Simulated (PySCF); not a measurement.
Electron correlation in Si⁺ (silicon, charge +1)

[Ne] 3s2 3p1, 2P determinant. All numbers are calculated (PySCF 2.14, the spin-free X2C one-electron Hamiltonian (Gaussian nucleus), in cc-pVDZ-DK (4s3p1d, 18 functions)). Frozen: [Ne]; 3 electrons correlated.

MP2 pair energies summed by pair of shells (mhartree):

```
 pair  energy  share (%)
3s-3s  -20.25       58.3
3s-3p  -14.47       41.7
```

Total MP2 correlation energy: -34.72 mhartree.

Same-spin part -2.22 and opposite-spin part -32.50 mhartree; SCS-MP2 scales them by 1/3 and 6/5 to -39.74 mhartree.

```tsv
level	correlation energy (mhartree)
CCSD	-53.03
(T)	-0.63
CCSD(T)	-53.66
```

Diagnostics: T1 = 0.012, D1 = 0.0275, largest double amplitude 0.109.

Cost of the coupled-cluster step: 0.13 s of wall time on 1 thread of Neoverse-N1 (shared host), for 3 correlated electrons.
